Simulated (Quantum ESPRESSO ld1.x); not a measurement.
Question: Pb7+, 75 electrons, occupied as [Xe] 4f14 5d7 (the NIST ground configuration). All-electron calculation, Dirac Kohn-Sham, PBE, spin-unpolarised, spherical densities, point nucleus; open shells fill j = l - 1/2 first. Program: ld1.x of Quantum ESPRESSO 7.5. Some entries of the table are withheld. Estimate them.

| orbital | occ. | eigenvalue (eV) | <1/r> (bohr^-1) |
|---|---|---|---|
| 1s1/2 | 2 | -88082.976 | 101.5 |
| 2s1/2 | 2 | -15823.610 | (1) |
| 2p1/2 | 2 | -15197.667 | 25.01 |
| 2p3/2 | 4 | -13007.674 | 19.97 |
| 3s1/2 | 2 | -3874.311 | 9.194 |
| 3p1/2 | 2 | -3592.372 | 9.101 |
| 3p3/2 | 4 | -3103.674 | 7.781 |
| 3d3/2 | 4 | -2641.318 | 7.681 |
| 3d5/2 | 6 | -2537.341 | 7.387 |
| 4s1/2 | 2 | -954.417 | 3.905 |
| 4p1/2 | 2 | -832.441 | (2) |
| 4p3/2 | 4 | -712.742 | (3) |
| 4d3/2 | 4 | (4) | 3.141 |
| 4d5/2 | 6 | (5) | 3.038 |
| 5s1/2 | 2 | -241.275 | 1.639 |
| 4f5/2 | 6 | -235.092 | 2.701 |
| 4f7/2 | 8 | -230.037 | 2.662 |
| 5p1/2 | 2 | (6) | 1.524 |
| 5p3/2 | 4 | (7) | 1.365 |
| 5d3/2 | 4 | -114.832 | 1.134 |
| 5d5/2 | 3 | -111.599 | 1.102 |

Answer: 
(1) 2s1/2 <1/r> (bohr^-1): 25.08
(2) 4p1/2 <1/r> (bohr^-1): 3.794
(3) 4p3/2 <1/r> (bohr^-1): 3.337
(4) 4d3/2 eigenvalue (eV): -514.342
(5) 4d5/2 eigenvalue (eV): -491.992
(6) 5p1/2 eigenvalue (eV): -199.036
(7) 5p3/2 eigenvalue (eV): -175.578
